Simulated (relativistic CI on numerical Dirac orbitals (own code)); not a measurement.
## Ligand-field terms of d7

Computed with a parametric ligand-field model of a d^n configuration (Racah B and C, spin-orbit zeta, crystal field), exact diagonalisation.

Field parameters in Wybourne normalisation: Oh B⁴₀ = 21Dq, B⁴₄ = √(5/14) B⁴₀. The field is a parameter set, without covalency.

B = 520 cm⁻¹, C = 2390 cm⁻¹ (C/B = 4.60), Oh, no spin-orbit coupling. Tanabe-Sugano data, E/B above the lowest term (Δ = |10Dq|; b, c mark the second and third term of a kind):

| Δ/B | 4T1 | 4T2 | 4A2 | 4T1(b) | 2E | 2T1 | 2T2 | 2T1(b) |
| --- | --- | --- | --- | --- | --- | --- | --- | --- |
| 1.0 | 0.00 | 0.81 | 1.81 | 15.62 | 18.11 | 18.37 | 18.17 | 22.99 |
| 5.0 | 0.00 | 4.22 | 9.22 | 18.44 | 15.77 | 19.13 | 19.15 | 23.72 |
| 9.0 | 0.00 | 7.82 | 16.82 | 21.63 | 12.14 | 19.10 | 19.50 | 24.23 |
| 13.0 | 0.00 | 11.53 | 24.53 | 25.06 | 8.33 | 18.97 | 19.60 | 24.58 |
| 17.0 | 0.00 | 15.32 | 32.32 | 28.64 | 4.45 | 18.84 | 19.62 | 24.82 |
| 21.0 | 0.00 | 19.16 | 40.16 | 32.31 | 0.54 | 18.73 | 19.61 | 24.99 |
| 25.0 | 3.38 | 26.41 | 51.41 | 39.44 | 0.00 | 22.02 | 22.97 | 28.50 |
| 29.0 | 7.32 | 34.25 | 63.25 | 47.17 | 0.00 | 25.88 | 26.88 | 32.53 |
| 33.0 | 11.27 | 42.11 | 75.11 | 54.95 | 0.00 | 29.76 | 30.81 | 36.55 |
| 37.0 | 15.22 | 49.99 | 86.99 | 62.76 | 0.00 | 33.66 | 34.74 | 40.56 |
| 41.0 | 19.19 | 57.90 | 98.90 | 70.61 | 0.00 | 37.57 | 38.68 | 44.57 |
| 45.0 | 23.15 | 65.81 | 110.81 | 78.47 | 0.00 | 41.50 | 42.63 | 48.58 |

The ground term changes from 4T1 to 2E between Δ/B = 21.0 and 25.0.
